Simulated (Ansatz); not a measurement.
System: CH6FSi2 (charge 0, doublet). It need not be the lowest isomer of its formula. 
Geometry from a B3LYP-D3(BJ)/def2-TZVP (Ansatz, a program for electronic structure) optimisation:
```xyz
10

F     -1.2960     0.9095    -1.1472
Si    -1.2900     0.0212     0.1951
C      0.2800    -0.9712     0.2645
Si     1.8859     0.0164     0.1632
H     -1.3773     0.9480     1.3440
H     -2.4861    -0.8475     0.1466
H      0.2698    -1.7220    -0.5307
H      0.2801    -1.5194     1.2161
H      3.0692    -0.8584     0.3794
H      1.8861     1.1147     1.1650
```
Charge 0, spin multiplicity 2.

Basis-set convergence of Hartree-Fock and MP2 correlation energies (hartree) with Ansatz. Valence correlation only, unless marked. UHF or UKS for open shells. No spin-orbit coupling. Non-relativistic.

| basis | functions | E(HF) | E(corr, MP2) |
|---|---|---|---|
| aug-cc-pV(D+d)Z | 164 | -718.72440 | -0.54777 |
| aug-cc-pV(T+d)Z | 340 | -718.79097 | -0.67003 |
| aug-cc-pV(Q+d)Z | 614 | -718.80737 | -0.71442 |

Extrapolating the two largest sets (X = 3 and 4) as X^-3: E(corr) = (64·(-0.71442) - 27·(-0.67003))/37 = -0.7468 Eh, an estimate of the basis-set limit. The largest set recovers 95.7 % of it, the smallest 73.3 %.
